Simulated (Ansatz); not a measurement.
Reaction (cleavage of the Si–B bond): `B[SiH2]CS` + H₂Se → `SC[SiH2][SeH]` + BH₃

Calculated with Ansatz (gas phase, PBE0-D4/def2-TZVP geometries, no zero-point term in ΔE). CCSD(T)/CBS adds triple-zeta CCSD(T) − MP2 to the extrapolated MP2 energy (def2 sets, frozen cores). This one scheme is used for every species. DFT in def2-TZVPP. HSE06 is defined as in plane-wave codes. For Se outer-core shells are correlated without core-valence functions, which leaves a few kJ/mol of doubt a bond. Scalar relativity is left out up to krypton. One conformer a species, not always the lowest.

Question: Is it downhill or uphill in electronic energy at CCSD(T)/CBS, and by how much? (Best estimate.)

Answer: Computed: Downhill: ΔE = -0.87 eV.

Question: What do these levels give: LDA (SPW92), r2SCAN0-D4, BLYP, r2SCANh, HSE06, HF/def2-SVP, MP2/def2-SVP, MP2/def2-TZVPP, CCSD/def2-TZVPP, CCSD(T)/def2-TZVPP, HF/def2-QZVPP, HF/CBS(def2)? (Best estimate.)

Answer: Computed: LDA (SPW92) -0.67, r2SCAN0-D4 -0.84, BLYP -0.71, r2SCANh -0.81, HSE06 -0.76, HF/def2-SVP -0.80, MP2/def2-SVP -0.84, MP2/def2-TZVPP -0.96, CCSD/def2-TZVPP -0.81, CCSD(T)/def2-TZVPP -0.82, HF/def2-QZVPP -0.86, HF/CBS(def2) -0.86 eV.

Largest T1 diagnostic among the species: 0.011.

The D4 term adds −0.07 eV with B3LYP and −0.04 eV with PBE0; it sums over pairs of atoms, weighted by their polarisabilities, and B3LYP, whose exchange is more repulsive, gets the larger term. Leaving LDA and LC-ωPBE aside and taking each functional with its dispersion term where it has one, the values, not all of them listed here, spread over 0.17 eV, from BHLYP-D4 to B97M-V. From BLYP to BHLYP (50 % exact exchange), in def2-TZVPP and without D4, ΔE moves by −0.11 eV.

B3LYP here is the variant with VWN-RPA as its local correlation; programs differ in this.
